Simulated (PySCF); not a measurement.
## Trend along the halogens: MTa molecules

PBE0 with triple-zeta basis sets in PySCF, for the lowest determinant that a PBE0 search found; no spin–orbit coupling. De refers to high-spin ground-configuration atoms. A positive dipole means M(−)Ta(+).

```tsv
M	basis	state (unpaired electrons)	Re (Å)	ωe (cm⁻¹)	De (eV)	μ (D)
Cl	def2-TZVPP	quintet (σ ↑, π ↑, δ ↑↑)	2.292	375	n/a	2.89
Br	def2-TZVPP	quintet (σ ↑, π ↑, δ ↑↑)	2.446	251	n/a	3.02
I	def2-TZVPP	quintet (σ ↑, π ↑, δ ↑↑)	2.651	192	n/a	3.01
```

The shortest bond is that of TaCl (2.292 Å), the longest that of TaI (2.651 Å).

Down a group the atoms grow and get heavier, so bonds lengthen and wavenumbers fall; this series shows no clear exception.

De is left out where the level can put another filling of the metal’s s and d shells below the measured ground configuration, by anything from nothing to about 1 eV. Spin–orbit coupling is left out, which matters for elements this heavy, above all for dissociation energies. With d or f electrons several states lie close, and the lowest PBE0 determinant need not be the measured ground state.
